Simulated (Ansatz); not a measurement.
The same path of ClGeH3 + H4OSi (11 atoms, charge 0, multiplicity 1) was run twice with different band settings. Lost on the way: Ge1–Cl2, O6–H11. Made: Ge1–O6, Cl2–H11.

Level of theory: Ansatz, RKS B3LYP-D4/def2-SVP.

Relaxed end points:

```xyz
11
Properties=species:S:1:pos:R:3
Ge 0.532 0.080 -0.047
Cl 0.008 -0.432 2.034
H 2.053 -0.125 -0.139
H 0.138 1.546 -0.259
H -0.227 -0.894 -0.956
O -2.678 0.367 0.562
Si -3.540 -1.012 0.170
H -2.635 -2.172 -0.101
H -4.484 -1.408 1.259
H -4.307 -0.688 -1.061
H -2.125 0.304 1.357
```

```xyz
11
Properties=species:S:1:pos:R:3
Ge -0.195 0.011 -0.481
Cl -0.698 0.678 3.131
H 0.991 -0.682 0.201
H -0.101 1.543 -0.432
H -0.409 -0.500 -1.920
O -1.674 -0.455 0.461
Si -3.141 -1.137 0.027
H -2.945 -2.527 -0.477
H -3.994 -1.153 1.245
H -3.796 -0.329 -1.044
H -1.301 0.118 2.105
```

Common settings: movable images 7; climbing image yes; spring 5.0 eV/Å²; optimiser quadratic models (default); force threshold 0.05 eV/Å; iteration limit 60; end points relaxed.

| run | start path |
| --- | --- |
| 1 | through a guess of the saddle point |
| 2 | straight line |

Problem. What does each run give, and how far can it be trusted?

Solution. Run 1: converged after 21 iterations, highest image 1.010 eV above the first end. A vibrational analysis at the climbing image gives one clearly imaginary mode, 140i cm⁻¹, and a faint second one (20i cm⁻¹) that may be numerical noise or a soft torsion: probably a first-order saddle point.
Run 2: converged after 17 iterations, highest image 1.011 eV above the first end. Another band between the same ends (7 images) ends at a top of the same energy, where a vibrational analysis finds 1 clearly imaginary mode.
The orbitals stay closed-shell, which can raise the energy where a bond breaks towards radicals; this wasn't checked here.
